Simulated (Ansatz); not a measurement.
Born–Oppenheimer molecular dynamics of ClFH$_{4}$W (7 atoms, charge 0, multiplicity 1). It starts at the highest image of a converged band. Of that band: The profile has 2 maxima (images 2, 4) with wells between them (image 3): this band takes more than one step, which may be the mechanism or a detour left from its start path. A vibrational analysis at the climbing image gives one clearly imaginary mode, 411i cm⁻¹: a first-order saddle point.

Method: RHF/def2-SVP (Ansatz).

* ensemble: NVE (velocity Verlet)
* time step: 0.5 fs
* steps asked: 200
* starting velocities drawn for: 300 K
* seed: 6834

Frames 2.5 fs apart, positions in Å, forces in eV/Å.

Velocities at 20.0 fs (Å/ps):

```
W 0.20 -0.40 -0.23
H 19.70 12.74 1.70
H -17.30 -9.73 -4.09
Cl -1.82 -0.34 0.55
F 2.15 4.20 0.04
H -11.40 -2.39 17.85
H -3.35 6.08 6.65
```

```xyz
7
Properties=species:S:1:pos:R:3:forces:R:3 time_fs=20.0 energy_less_start_eV=0.085 T=170
W -0.214 0.263 0.010 0.80 0.06 -1.50
H 0.720 0.192 1.337 0.25 -0.16 0.21
H 1.448 -0.189 0.043 -1.12 0.16 -0.02
Cl 0.280 2.511 0.273 -0.17 -0.11 0.08
F -2.000 -0.416 0.173 0.77 0.30 -0.22
H 0.078 -1.239 0.589 0.17 -0.47 0.54
H 0.613 -0.089 -1.496 -0.69 0.22 0.91
7
Properties=species:S:1:pos:R:3:forces:R:3 time_fs=22.5 energy_less_start_eV=-0.032 T=350
W -0.214 0.262 0.010 0.33 0.03 0.06
H 0.773 0.219 1.342 -0.16 -0.15 -0.34
H 1.379 -0.211 0.033 -0.16 -0.17 -0.02
Cl 0.275 2.510 0.275 -0.21 -0.07 0.03
F -1.994 -0.405 0.172 0.47 0.19 -0.26
H 0.054 -1.255 0.648 0.08 0.08 0.30
H 0.586 -0.068 -1.456 -0.35 0.09 0.23
7
Properties=species:S:1:pos:R:3:forces:R:3 time_fs=25.0 energy_less_start_eV=0.000 T=301
W -0.213 0.261 0.009 -0.85 0.27 1.93
H 0.817 0.237 1.328 -0.36 -0.11 -0.56
H 1.301 -0.245 0.020 1.11 -0.66 -0.07
Cl 0.270 2.509 0.276 -0.24 -0.03 -0.02
F -1.986 -0.394 0.172 0.11 0.06 -0.30
H 0.035 -1.266 0.725 -0.03 0.62 -0.02
H 0.540 -0.042 -1.406 0.25 -0.15 -0.96
7
Properties=species:S:1:pos:R:3:forces:R:3 time_fs=27.5 energy_less_start_eV=-0.042 T=367
W -0.213 0.260 0.009 -0.62 0.11 2.19
H 0.842 0.248 1.284 -0.15 -0.08 -0.28
H 1.283 -0.314 0.004 0.96 -0.62 -0.14
Cl 0.265 2.508 0.278 -0.27 0.01 -0.02
F -1.978 -0.382 0.169 -0.21 0.00 -0.31
H 0.015 -1.242 0.801 -0.10 0.78 -0.12
H 0.506 -0.025 -1.409 0.39 -0.20 -1.31
7
Properties=species:S:1:pos:R:3:forces:R:3 time_fs=30.0 energy_less_start_eV=-0.188 T=591
W -0.212 0.259 0.009 1.06 -0.49 0.32
H 0.859 0.255 1.224 0.29 -0.04 0.30
H 1.316 -0.418 -0.021 -0.34 -0.03 -0.17
Cl 0.259 2.507 0.279 -0.29 0.04 0.03
F -1.970 -0.370 0.166 -0.46 0.01 -0.27
H -0.012 -1.174 0.872 -0.08 0.50 0.05
H 0.492 -0.018 -1.482 -0.16 0.02 -0.26
7
Properties=species:S:1:pos:R:3:forces:R:3 time_fs=32.5 energy_less_start_eV=-0.178 T=577
W -0.212 0.258 0.010 2.30 -0.56 -1.40
H 0.891 0.259 1.180 0.43 0.02 0.53
H 1.332 -0.525 -0.055 -1.16 0.39 -0.15
Cl 0.253 2.506 0.281 -0.32 0.06 0.06
F -1.964 -0.359 0.163 -0.67 0.00 -0.19
H -0.043 -1.077 0.946 0.01 -0.08 0.36
H 0.470 -0.010 -1.572 -0.58 0.16 0.78
7
Properties=species:S:1:pos:R:3:forces:R:3 time_fs=35.0 energy_less_start_eV=-0.221 T=644
W -0.210 0.257 0.010 2.77 -0.19 -1.37
H 0.947 0.265 1.165 0.03 0.08 0.15
H 1.282 -0.611 -0.099 -1.13 0.37 -0.11
Cl 0.245 2.505 0.282 -0.34 0.11 0.01
F -1.960 -0.347 0.158 -0.85 -0.02 -0.14
H -0.073 -0.984 1.040 0.10 -0.45 0.39
H 0.414 0.007 -1.618 -0.58 0.10 1.06
7
Properties=species:S:1:pos:R:3:forces:R:3 time_fs=37.5 energy_less_start_eV=-0.330 T=811
W -0.208 0.255 0.010 2.13 0.37 0.28
H 1.004 0.275 1.159 -0.42 0.09 -0.31
H 1.168 -0.676 -0.149 -0.33 -0.12 -0.12
Cl 0.238 2.504 0.284 -0.35 0.16 -0.09
F -1.958 -0.335 0.153 -0.95 -0.03 -0.12
H -0.097 -0.915 1.155 0.15 -0.32 -0.15
H 0.325 0.029 -1.605 -0.23 -0.15 0.51
7
Properties=species:S:1:pos:R:3:forces:R:3 time_fs=40.0 energy_less_start_eV=-0.280 T=735
W -0.205 0.254 0.010 0.59 1.16 2.32
H 1.038 0.290 1.136 -0.45 0.01 -0.40
H 1.036 -0.750 -0.206 0.65 -0.78 -0.19
Cl 0.230 2.503 0.285 -0.31 0.20 -0.19
F -1.960 -0.324 0.148 -0.92 0.00 -0.08
H -0.113 -0.865 1.259 0.18 -0.11 -0.81
H 0.224 0.041 -1.565 0.26 -0.48 -0.65
7
Properties=species:S:1:pos:R:3:forces:R:3 time_fs=42.5 energy_less_start_eV=-0.234 T=663
W -0.202 0.254 0.010 -0.24 1.11 2.52
H 1.047 0.306 1.091 -0.02 -0.14 -0.09
H 0.937 -0.865 -0.275 0.61 -0.56 -0.05
Cl 0.221 2.503 0.286 -0.24 0.22 -0.24
F -1.964 -0.312 0.142 -0.73 0.11 0.03
H -0.118 -0.823 1.318 0.19 -0.12 -1.06
H 0.136 0.026 -1.560 0.43 -0.61 -1.12
7
Properties=species:S:1:pos:R:3:forces:R:3 time_fs=45.0 energy_less_start_eV=-0.250 T=688
W -0.199 0.253 0.012 -0.19 0.07 0.24
H 1.056 0.313 1.042 0.48 -0.26 0.35
H 0.871 -1.010 -0.344 -0.10 0.45 0.34
Cl 0.212 2.503 0.287 -0.18 0.24 -0.24
F -1.971 -0.300 0.137 -0.42 0.22 0.20
H -0.111 -0.789 1.316 0.17 -0.36 -0.76
H 0.072 -0.025 -1.614 0.25 -0.36 -0.13
7
Properties=species:S:1:pos:R:3:forces:R:3 time_fs=47.5 energy_less_start_eV=-0.156 T=543
W -0.196 0.253 0.013 -0.10 -0.67 -1.95
H 1.090 0.305 1.011 0.48 -0.33 0.36
H 0.802 -1.130 -0.394 -0.43 1.15 0.62
Cl 0.203 2.504 0.287 -0.13 0.26 -0.20
F -1.979 -0.287 0.132 -0.08 0.31 0.35
H -0.094 -0.778 1.270 0.13 -0.74 -0.12
H 0.024 -0.096 -1.676 0.12 0.03 0.94
```

Of the whole run (100 fs, mean temperature of the second half 470 K): The conserved energy stayed within 0.23 meV per atom of its start (net change -0.059 meV per atom), so the integration is sound. The system heated up, since it started high on the potential surface and ran downhill. A run of 0.1 ps of so small a system gives no equilibrium averages. The orbitals stay closed-shell, which can raise the energy where a bond breaks towards radicals; this wasn't checked here.

Time of the run: 5 min on 1 thread of Intel(R) Xeon(R) Platinum 8488C (Sapphire Rapids), with other jobs on the host, peak memory 0.17 GiB.
